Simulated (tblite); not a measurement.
BrGe (SMILES [Ge][Br]), doublet, geometry from GFN2-xTB; IPEA1-xTB (tblite).

tblite was given this input:
```
$ tblite run mol.xyz --method ipea1 --charge 0 --spin 1 --json tblite.json --no-restart

# file mol.xyz
2

Ge    -0.00000000    -0.00000000    -1.22365226
Br     0.00000000     0.00000000     1.11876778
```

It wrote (shortened):

```
xTB calculator
 | screened Coulomb repulsion
 | Coulomb electrostatics
 |  * isotropic Klopman-Ohno-Mataga-Nishimoto electrostatics
 |  * onsite third-order electrostatics
 | DFT-D3(BJ) dispersion correction

halogen bonding energy    0.0000000000000E+00 Eh
repulsion energy          9.6178228945559E-03 Eh
dispersion energy        -4.4488736836763E-04 Eh
number of electrons       1.1000000000000E+01 e
integral cutoff           4.0000000000000E+01 bohr

------------------------------------------------------------
  cycle        total energy    energy error   density error
------------------------------------------------------------
      1     -5.951530901890  -5.9607038E+00   2.3508968E-01
      2     -5.875635885558   7.5895016E-02   3.1559279E-01
      3     -6.003504721534  -1.2786884E-01   1.1429320E-01
      4     -6.006403872657  -2.8991511E-03   1.5613111E-02
      5     -6.006296458221   1.0741444E-04   1.3447353E-02
      6     -6.006441609651  -1.4515143E-04   1.9139554E-03
      7     -6.006443339451  -1.7298007E-06   9.2881700E-04
      8     -6.006443887894  -5.4844326E-07   2.6235328E-05
      9     -6.006443888193  -2.9884006E-10   4.1384981E-06
------------------------------------------------------------

electronic energy        -6.0156168237195E+00 Eh
total energy             -6.0064438881933E+00 Eh

Post processing:
 | Mayer-Wiberg bond orders

[Info] JSON dump of results written to 'tblite.json'
```
